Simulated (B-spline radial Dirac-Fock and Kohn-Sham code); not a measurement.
## Elastic and transport cross sections of ytterbium for electrons

Method: relativistic (Dirac) partial waves in the static field of the Dirac-Fock atom with Furness-McCarthy exchange, without polarisation or absorption potentials. Computed with an atomic code on a B-spline grid. Below a few hundred eV the neglected polarisation potential matters, most of all at small angles. σ_tr1 and σ_tr2 weight the cross section with 1 − P₁ and 1 − P₂ of cos θ; "backward" is the share scattered beyond 90°.

```
energy (eV)  σ (a₀²)  σ_tr1 (a₀²)  σ_tr2 (a₀²)  σ/σ_tr1  backward (%)
        271     19.6         3.63         5.12     5.40           6.7
        300     18.6         3.73         5.14     4.97           7.5
        302        ?            ?            ?        ?             ?
        364     16.7         3.83         4.91     4.37           9.0
        405     15.8         3.82         4.66     4.15           9.7
        406     15.8         3.82         4.66     4.15           9.7
        500     14.2         3.66         4.00     3.89            11
        591     13.1         3.42         3.42     3.83            11
        611     12.9         3.37         3.31     3.83            11
        741     11.7         3.01         2.70     3.90            12
        785     11.4         2.89         2.54     3.94            12
        878     10.8         2.66         2.26     4.05            11
       1000     10.1         2.39         1.99     4.23            11
```

Question: Fill in the row for 302 eV.

Answer: σ = 18.5 a₀², σ_tr1 = 3.74 a₀², σ_tr2 = 5.13 a₀², σ/σ_tr1 = 4.95, backward 7.5 %. The ratio σ/σ_tr1 is roughly the number of elastic collisions that randomise the direction.
